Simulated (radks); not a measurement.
Problem. Te13+, 39 electrons, occupied as [Ar] 3d9 4s2 4p6 4d4 (not the ground configuration). All-electron calculation, scalar-relativistic Kohn-Sham, PBE, spin-polarised, spherical densities, finite nucleus; open shells are filled with parallel spins first (spin-orbit coupling, left out, can overturn this in heavy ions); Fermi nuclear charge, rms radius 4.7423 fm. Program: a radial shooting solver on a logarithmic mesh with Libxc functionals. Some entries of the table are withheld. Estimate them.

| orbital | occ. | eigenvalue (hartree) | <r^2> (bohr^2) | r(max) (bohr) |
|---|---|---|---|---|
| 1s up | 1 | -1174.317 | 0.001048 | 0.01794 |
| 1s down | 1 | -1174.316 | 0.001048 | 0.01794 |
| 2s up | 1 | -190.4123 | 0.01692 | 0.1014 |
| 2s down | 1 | -190.2562 | 0.01691 | 0.1013 |
| 2p up | 3 | -172.1845 | 0.01338 | 0.08124 |
| 2p down | 3 | -172.0652 | 0.01337 | 0.08121 |
| 3s up | 1 | -46.75201 | 0.1163 | 0.2909 |
| 3s down | 1 | -46.61817 | 0.1163 | 0.2911 |
| 3p up | 3 | -40.83838 | 0.1160 | 0.2841 |
| 3p down | 3 | -40.69825 | 0.1160 | 0.2843 |
| 3d up | 5 | (1) | (2) | 0.2349 |
| 3d down | 4 | (3) | (4) | 0.2353 |
| 4s up | 1 | -15.75998 | 0.5751 | 0.6759 |
| 4s down | 1 | -15.51889 | 0.5764 | 0.6755 |
| 4p up | 3 | -13.77145 | 0.6321 | 0.7016 |
| 4p down | 3 | -13.53216 | 0.6350 | 0.7014 |
| 4d up | 4 | -10.80126 | (5) | 0.7321 |
| 4d down | 0 | -10.56747 | (6) | 0.7327 |

Solution. 
(1) 3d up eigenvalue (hartree): -32.03886
(2) 3d up <r^2> (bohr^2): 0.1000
(3) 3d down eigenvalue (hartree): -31.85898
(4) 3d down <r^2> (bohr^2): 0.1001
(5) 4d up <r^2> (bohr^2): 0.7278
(6) 4d down <r^2> (bohr^2): 0.7355
